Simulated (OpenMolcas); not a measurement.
A calculation on Sb⁺.

- Program: OpenMolcas
- Method: CASSCF
- Basis: ANO-RCC-VQZP [8s7p5d3f2g]
- Scalar Hamiltonian: DKH2, point nucleus
- Active space: 4 electrons in 4 orbitals (5s 5p)
- State averaging: 2S+1 = 3 even, 3 roots; 2S+1 = 1 even, 6 roots; 2S+1 = 5 odd, 1 root; 2S+1 = 3 odd, 9 roots; 2S+1 = 1 odd, 8 roots
- Spin-orbit coupling: state interaction with AMFI integrals over the reference wave functions, term energies averaged over their components

Which level of the active space comes out lowest?

5s² 5p² ³P₀, with 96 % of that term; it is also the measured ground level.

How high does 5s 5p³ ³D°₃ lie?

8.9154 eV above the lowest level; measured 8.4170 eV above the ground level, so the calculation is off by +6 %.

How high does 5s 5p³ ³D°₂ lie?

8.8179 eV above the lowest level; measured 8.2452 eV above the ground level, so the calculation is off by +7 %.

How high does 5s 5p³ ³D°₁ lie?

8.8342 eV above the lowest level; measured 8.2191 eV above the ground level, so the calculation is off by +7 %.

The level at 10.1978 eV has J = 2. What is it made of, and what is its g factor?

92 % 5s 5p³ ³P°₂, 7 % 5s 5p³ ³D°; g = 1.476, against 1.501 from Landé's formula for the pure leading term.

Measured values: NIST Handbook of Basic Atomic Spectroscopic Data.

Terms of s pⁿ other than that of highest spin mix with s² pⁿ⁻² d, which this space lacks; all of them can be thousands of cm-1 off, and some have no real level of that name. Measured partners are found by configuration, term and J. A level has none where our copy of the source lacks it or the pairing is in doubt (some pairs that miss far off the trend of their configuration count as doubtful), and it then counts in no deviation. Levels of configurations outside the active space are missing.

° marks odd parity.
